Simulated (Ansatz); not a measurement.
`[F][Ga]([F])[NH][GaH2]` + `N=C(Br)I` → `[F][Ga]([F])[Br]` + `N=C(I)[NH][GaH2]` at 298.15 K and 1 bar (formal exchange of groups at a Ga–N bond).

Computed with Ansatz on PBE0-D4/def2-TZVP structures; ΔE is electronic, products minus reactants. CBS: MP2 limit from def2 TZ/QZ plus the TZ coupled-cluster correction, frozen cores. def2 core potentials past Kr. For Br, Ga, I outer-core shells are correlated without core-valence functions, which leaves a few kJ/mol of doubt a bond. Scalar relativity is left out up to krypton. Each species was taken in one conformer, which may not be the lowest.

```
                 species  CCSD(T)/CBS energy (Eh)  H − E (kJ/mol)  S (J/(mol·K))
`[F][Ga]([F])[NH][GaH2]`              -4104.09173           112.0          383.6
              `N=C(Br)I`              -2964.08349            70.0          322.9
      `[F][Ga]([F])[Br]`              -4696.97905            29.8          324.4
      `N=C(I)[NH][GaH2]`              -2371.23384           156.0          371.4
```

H − E and S are ideal-gas, rigid-rotor, harmonic terms from PBE0-D4/def2-TZVP, for one conformer and one mirror image of each species. 1 Eh = 2625.50 kJ/mol, R = 8.31446 J/(mol·K).

**Question.** By hand: ΔE, ΔH, ΔS and ΔG.

**Answer.** ΔE = (-4696.97905) + (-2371.23384) − (-4104.09173) − (-2964.08349) = -0.03767 Eh = -98.9 kJ/mol. Δ(H − E) = 29.8 + 156.0 − 112.0 − 70.0 = 3.8, so ΔH = -95.1 kJ/mol. ΔS = 324.4 + 371.4 − 383.6 − 322.9 = -10.7 J/(mol·K). ΔG = -95.1 − 298.15 × (-10.7)/1000 = -91.9 kJ/mol.

**Question.** By hand: the equilibrium constant, and the temperature at which ΔG would vanish if ΔH and ΔS stayed fixed.

**Answer.** log₁₀ K = −ΔG/(RT ln 10) = 16.1. ΔG = 0 at ΔH/ΔS = 8888 K, far beyond where these terms or the molecules hold.

The number of gas molecules stays the same, so ΔS is small and ΔH decides. A doubt of 5 kJ/mol in ΔE shifts log₁₀ K by 0.9 here. Other conformers and mirror images would add mixing entropy, several J/(mol·K) or more a flexible species. Modes under 60 cm⁻¹, often nearly free rotors, make the harmonic entropy too high. These are equilibria of isolated gas molecules and say nothing of rates. Largest T1 diagnostic: 0.014 (customary marks: 0.02 for closed shells, 0.045 for open ones).
